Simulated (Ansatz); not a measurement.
```yaml
crystal:
  periodic: [false, false, false]
  atoms:
    - {symbol: Ag, position_ang: [-1.466643, -0.281328, -0.484118]}
    - {symbol: Ag, position_ang: [0.950315, 0.448792, 1.166213]}
    - {symbol: O, position_ang: [0.516328, -0.167463, -0.682095]}
basis:
  gaussian: {orbitals: def2-TZVPD}
hamiltonian: {xc: {name: B3LYP5}}
scf: {omitted_lower_state_checks: [starts]}
output: {forces: true}
```

```sh
$ ansatz run in.yaml --threads 4 --pin off --events-out ev --progress --plain --max-ram 3916MiB
```

Output, abridged:

```
Functional definition: B3LYP5
900 factors; their error is unknown
mean field evaluation 1: about -10030.5057 eV, gradient 8.4e1 eV
mean field evaluation 2: about -9827.2107 eV, gradient 2.2e2 eV
mean field evaluation 4: about -10043.1533 eV, gradient 2.7e1 eV
mean field evaluation 8: about -10044.1574 eV, gradient 1.0e0 eV
mean field evaluation 16: about -10044.2068 eV, gradient 4.9e-4 eV
mean field -10044.20684537 eV, -369.1177933593 hartree, gradient 9.5e-6 eV, S^2 0.000000; 0 other end points of the search recorded, 0 dependent functions left out
reference -10044.20705787 eV, -369.1178011687 hartree; 23, 23 occupied and 97, 97 virtual orbitals, 900 factors
Total energy: -10044.20705787 eV, -369.1178011687 hartree
Atom 0 at    -1.466643    -0.281328    -0.484118 Å, force    -0.289674    -0.034437    -0.028032 eV/Å
Atom 1 at     0.950315     0.448792     1.166213 Å, force     0.120226     0.089369     0.251799 eV/Å
Atom 2 at     0.516328    -0.167463    -0.682095 Å, force     0.169449    -0.054932    -0.223766 eV/Å
Dipole moment:    -0.503526     0.163312     0.665187 e Å
Checks for a lower state left out: starts
```

It took 1.4 s on 4 threads of Arm Neoverse V1 on a shared host.

In the def2 sets Ag takes a core potential; there is no spin–orbit coupling.
